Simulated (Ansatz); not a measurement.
Program: Ansatz. Geometries: PBE0-D4/def2-TZVP. ΔE: electronic, gas phase. CCSD(T)/CBS adds triple-zeta CCSD(T) − MP2 to the extrapolated MP2 energy (def2 sets, frozen cores). Functionals use def2-TZVPP. For Ga outer-core shells are correlated without core-valence functions, which leaves a few kJ/mol of doubt a bond. Scalar relativity is left out up to krypton.

Consider the redistribution: `[CH2]1[AlH][GaH]1` + `Cl[BH][GaH2]` → `[Cl][Al]1[CH2][GaH]1` + `[BH2][GaH2]`.

`[CH2]1[AlH][GaH]1`:

```xyz
7

C     0.553    0.233   -0.561
Al    0.499    0.155    1.344
Ga   -1.344   -0.485   -0.044
H    -0.012    1.117   -0.932
H     1.317   -0.002   -1.304
H     1.473   -0.159    2.557
H    -2.486   -0.859   -1.060
```

`Cl[BH][GaH2]`:

```xyz
6

Cl    1.236    1.341   -1.537
B     0.297    1.015   -0.097
Ga   -0.372   -0.928    0.257
H     0.103    1.967    0.600
H     0.496   -1.963    1.064
H    -1.759   -1.433   -0.288
```

`[Cl][Al]1[CH2][GaH]1`:

```xyz
7

Cl   -2.264    0.710    2.390
Al   -0.736    0.065    1.101
C    -0.276    0.189   -0.766
Ga    1.422   -0.436    0.160
H    -0.646   -0.843   -0.991
H    -0.435    0.814   -1.645
H     2.936   -0.499   -0.248
```

`[BH2][GaH2]`:

```xyz
6

B    -0.357   -0.102   -1.035
Ga    0.314    0.089    0.908
H    -0.349    0.817   -1.805
H    -0.781   -1.137   -1.466
H     1.815   -0.173    1.310
H    -0.643    0.507    2.088
```

```tsv
level	ΔE (kJ/mol)	difference from CCSD(T)/CBS
revPBE-D4	-63.8	12.4
B97M-V	-68.7	7.5
r2SCAN0-D4	-76.7	-0.5
BHLYP-D4	-79.7	-3.5
ωB97M-V	-74.0	2.2
B2PLYP	-75.7	0.5
PBE	-65.9	10.3
revPBE	-67.2	9.0
BLYP	-69.8	6.4
r2SCAN0	-76.6	-0.4
BHLYP	-80.6	-4.4
HF/def2-TZVPP	-88.7	-12.5
MP2/def2-TZVPP	-77.7	-1.5
HF/def2-QZVPP	-88.4	-12.2
MP2/CBS(def2)	-78.9	-2.7
CCSD/CBS(def2)	-79.1	-2.9
CCSD(T)/CBS	-76.2	0
```

Q: What do rigid-rotor, harmonic-oscillator terms from PBE0-D4/def2-TZVP frequencies (298.15 K, 1 bar) make of the CCSD(T)/CBS value? (Best estimate.)

A: Computed: ΔZPE = +3.4 kJ/mol, ΔH = -72.3 kJ/mol, ΔS = -5 J/(mol·K), ΔG = -70.7 kJ/mol.

Largest T1 diagnostic among the species: 0.015.

Leaving LDA and LC-ωPBE aside and taking each functional with its dispersion term where it has one, the values spread over 15.9 kJ/mol, from BHLYP-D4 to revPBE-D4. LDA lies +5.6 kJ/mol from PBE without D4. From PBE to PBE0 (25 % exact exchange), in def2-TZVPP and without D4, ΔE moves by −6.1 kJ/mol.
